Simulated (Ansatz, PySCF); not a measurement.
Reaction (SMILES): [Br][Sb][Br] -> [Br][Sb][Br] as singlet, charge -1 (an electron is taken up)
Geometries: B3LYP-D3(BJ)/def2-TZVP minima from Ansatz (an electronic-structure program).

Wanted: adiabatic electron affinity (0 K, with B3LYP-D3(BJ) harmonic zero-point energies from PySCF), positive where the reaction releases energy, in eV. Cores are frozen in the correlated levels unless marked. Open shells are spin-unrestricted. No spin-orbit coupling. The frozen core is the preceding noble-gas configuration, with the filled d and f shells of earlier blocks. Past Kr the def2 sets carry scalar-relativistic core potentials. Anions need diffuse functions: def2-D sets add few; the other sets have none. CBS(X,Y): correlation extrapolated as X^-3; Hartree-Fock from the larger set. The bracket is a focal-point correction in the basis named.

```
level                         program  adiabatic electron affinity (eV)
---------------------  --------------  --------------------------------
HF/def2-SVPD                   Ansatz                              1.31
PBE-D3(BJ)/def2-TZVPD  Ansatz + dftd3                              1.80
BP86/def2-TZVPD                 PySCF                              1.95
M06-L-D4/def2-TZVPD     PySCF + dftd4                              1.68
```

### Question
Estimate the value at RI-MP2/CBS(def2-TZVPPD,def2-QZVPPD)+[CCSD(T)-MP2]/def2-TZVPPD as computed with Ansatz.

### Answer
2.04 eV, so M06-L-D4/def2-TZVPD differs from it by -0.36 eV.
